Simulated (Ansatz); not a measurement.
Relaxation of F2H8N2OSiZr (15 atoms, charge 0, multiplicity 1), to a largest force component of 0.03 eV/Å in at most 50 steps.

Theory: Ansatz 0.2.0, RHF/def2-SVP.

```xyz
15
Properties=species:S:1:pos:R:3
Zr -0.348 -0.268 -0.819
F -0.428 1.530 1.796
N 1.355 -0.643 0.238
H 2.084 -1.304 0.033
H 1.619 -0.112 1.052
F -0.329 1.424 -1.736
N -0.451 -1.692 -2.270
H -0.566 -2.683 -2.133
H -0.430 -1.511 -3.260
O -1.985 -0.420 0.392
Si -3.459 -0.986 0.843
H -3.502 -2.466 0.753
H -3.740 -0.590 2.245
H -4.525 -0.432 -0.023
H -1.208 1.060 1.831
```

Q: Where does it end, and by what steps?

A: It converged. After 11 steps the energy has fallen by 0.145 eV; F2 moved furthest, 0.48 Å. Joined: Zr1–F2 (3.17 → 2.55 Å).

```
step  energy less start (eV)  largest force component (eV/Å)  accepted
   0                  0.0000                           0.687       yes
   1                 -0.0670                           0.183       yes
   2                 -0.1072                           0.446       yes
   3                 -0.1197                           0.442       yes
   4                 -0.1341                           0.324       yes
   5                 -0.1369                           0.134       yes
   6                 -0.1330                           0.311        no
   7                 -0.1410                           0.082       yes
   8                 -0.1435                           0.125       yes
   9                 -0.1446                           0.138       yes
  10                 -0.1450                           0.084       yes
  11                 -0.1453                           0.006       yes
```

```xyz
15
Properties=species:S:1:pos:R:3
Zr -0.331 -0.145 -0.658
F -0.425 1.457 1.320
N 1.379 -0.705 0.317
H 2.035 -1.401 0.008
H 1.740 -0.270 1.148
F -0.266 1.485 -1.686
N -0.539 -1.556 -2.114
H -0.608 -2.552 -1.988
H -0.602 -1.358 -3.099
O -1.986 -0.319 0.505
Si -3.433 -1.028 0.844
H -3.327 -2.502 0.745
H -3.844 -0.672 2.224
H -4.477 -0.561 -0.096
H -1.229 1.034 1.473
```

Whether the end is a true minimum wasn't checked by a vibrational analysis.

The run took 40 s on 4 threads of Arm Neoverse V1, on a shared host, peak memory 0.48 GiB.
